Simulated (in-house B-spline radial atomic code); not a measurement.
A fraction x of an electron is removed from 3d in the niobium ion Nb²⁺, starting from [Kr] 4d3 and keeping the highest spin. All numbers are computed (scalar-relativistic (X2C) wB97X, spin-polarised, spherical fractional occupations; Fermi nucleus of rms radius 4.324 fm) with an all-electron radial atomic-structure program (B-spline basis), not measured.

Caution: exact exchange at fractional occupations of open shells leaves self-interaction of up to several eV.

```tsv
x	E(x) - E(0) (eV)	3d down level (eV)
0	0.0000	-222.019
0.02	4.4461	-222.592
0.19	42.7036	-227.511
0.36	81.8045	-232.512
0.41	93.4672	-233.999
0.5	114.6481	-236.691
0.61	?	?
0.7	?	?
0.8	187.0185	-245.817
0.91	214.2453	-249.220
```

What belongs in the row x = 0.61?

An energy change of 140.8664 eV; 3d down at -240.010 eV.

What belongs in the row x = 0.7?

An energy change of 162.5904 eV; 3d down at -242.750 eV.

Check Janak's theorem between x = 0.02 and 0.19.

The slope of the energy is 225.04 eV; the orbital levels give 225.05 eV (-ε of the emptying orbital, averaged over the two points).
